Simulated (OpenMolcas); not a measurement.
An atom or ion with 41 electrons was computed by SS-RASPT2, IPEA 0.25 Eh, imaginary shift 0.1 Eh with spin-orbit coupling (OpenMolcas, ANO-RCC-VTZP, DKH2). The lowest levels that the run gave, each within 12 % of the measured value where one is at hand:

```json
{"J": "1/2", "Parity": "even", "E (cm-1)": "0.0", "g": "3.325"}
{"J": "3/2", "Parity": "even", "E (cm-1)": "159", "g": "1.865"}
{"J": "5/2", "Parity": "even", "E (cm-1)": "399", "g": "1.655"}
{"J": "7/2", "Parity": "even", "E (cm-1)": "697", "g": "1.584"}
{"J": "9/2", "Parity": "even", "E (cm-1)": "1037", "g": "1.550"}
{"J": "3/2", "Parity": "even", "E (cm-1)": "1168", "g": "0.402"}
{"J": "5/2", "Parity": "even", "E (cm-1)": "1525", "g": "1.032"}
{"J": "7/2", "Parity": "even", "E (cm-1)": "1996", "g": "1.242"}
{"J": "9/2", "Parity": "even", "E (cm-1)": "2550", "g": "1.338"}
{"J": "1/2", "Parity": "even", "E (cm-1)": "4700", "g": "2.667"}
{"J": "3/2", "Parity": "even", "E (cm-1)": "5050", "g": "1.730"}
{"J": "5/2", "Parity": "even", "E (cm-1)": "5720", "g": "1.601"}
```

Task: Which ion is it, and what are the configurations and terms?

Result: Nb (Z = 41, neutral; active space 5 electrons in 9 orbitals (RAS2 4d 5s; RAS3 5p, at most 2 electrons)). J, parity and g give the terms where levels are pure, and mixed ones are named by the computed weights; the size of the splittings, set against known spectra of the 41-electron sequence, gives the charge. In order, with the measured energies in cm-1 (NIST Handbook of Basic Atomic Spectroscopic Data): 4d4 5s 6D 1/2, 4d4 5s 6D 3/2 (154), 4d4 5s 6D 5/2 (392), 4d4 5s 6D 7/2 (695), 4d4 5s 6D 9/2 (1050), 4d3 5s2 4F 3/2 (1143), 4d3 5s2 4F 5/2 (1587), 4d3 5s2 4F 7/2 (2154), 4d3 5s2 4F 9/2 (2805), 4d4 5s 4P 1/2(1), 4d4 5s 4P 3/2(1), 4d4 5s 4P 5/2(1).

CASPT2 breaks the degeneracy within a term, and the mean is taken; among the terms shown or strongly mixed into the levels shown the widest spread is 790 cm-1 (4d3 5s2 4F). Over all roots computed the reference weight is 0.86 to 0.91; the roots of lowest weight are the least certain, and an intruder state may touch them. Some high roots are left out of the spin-orbit mixing, which shifts the levels that they would mix with. Terms from blocks run as CI alone lack orbitals of their own. Configurations are named by rounded mean occupations; where the s occupation lies near a half they are strongly mixed, a name can repeat and a true partner stay unpaired. A single d shell beside an s shell can misplace configurations of different d count against each other. Computed and measured levels are paired by configuration, term and J; levels that our copy of the source lacks, or whose pairing is in doubt (as where it misses far off the trend of its configuration), stay unpaired and out of the deviations. Only configurations of the active space appear.

A number in round brackets counts repeated terms of one configuration in the order of the reference energies.
